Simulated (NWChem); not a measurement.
Species: CH$_{6}$FNSi$_{2}$; SMILES F[Si@H]1NC[SiH2]1

```xyz
11

F     -0.3548    -2.0488    -0.6799
Si    -0.0649    -0.8796     0.4254
N      1.3686     0.0393     0.1549
C      1.0204     1.3901    -0.2951
Si    -0.8880     1.2492    -0.0321
H     -0.1272    -1.6190     1.7183
H      2.3481    -0.2257     0.1834
H      1.4776     2.1803     0.3275
H      1.2964     1.5912    -1.3470
H     -1.3952     2.0790     1.1029
H     -1.7258     1.5029    -1.2422
```
Atoms are numbered in this order, from 1.

Program: NWChem. Pople sets run with spherical d functions. The geometry was optimised at PBE0/def2-SVP. Vzz is the largest principal value of the second derivative of the potential at the nucleus (NWChem prints the opposite sign); η is the asymmetry. Non-relativistic.

```csv
level,Vzz N3 (a.u.),η N3
PBE0/6-31G*,-0.892,0.45
PBE0/def2-TZVP,-0.891,0.49
PBE/def2-TZVP,___,0.51
PBE/def2-SVP,-0.902,0.45
```

Problem. Some entries are withheld; supply them.

Solution. 
- PBE/def2-TZVP, Vzz N3 (a.u.): -0.867
